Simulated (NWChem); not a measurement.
## Relativistic effects in H3ISi

```xyz
5

Si     1.8336     0.0379     0.0000
I     -0.6149    -0.0127     0.0000
H      2.2927     0.7535     1.2227
H      2.2927     0.7535    -1.2227
H      2.3365    -1.3638     0.0000
```
Charge 0, spin multiplicity 1.

Program: NWChem. All single points use one geometry, from PBE0/def2-SVP with def2 effective core potentials on I, a minimum by its harmonic frequencies.

Functional PBE0, all-electron basis x2c-SVPall-2c, contracted for the X2C Hamiltonian and used here with ZORA. The ion keeps the geometry and has multiplicity 2 in the scalar run; the spin-orbit run starts from the same electron counts.

Costs are rough ratios of processor time within this set of runs, SCF included, with scalar ZORA as 1.

The structure started from a generated list of species. No SCF solution was tested for a lower state.

```
Hamiltonian      ΔSCF ionisation energy (eV)  HOMO (eV)  LUMO (eV)  gap (eV)  relative cost
---------------  ---------------------------  ---------  ---------  --------  -------------
scalar ZORA                            10.00      -7.61      -0.58      7.03              1
spin-orbit ZORA                         9.74      -7.32      -0.58      6.74        under 3
```

From scalar ZORA to spin-orbit ZORA the ionisation energy shrinks by 0.27 eV.
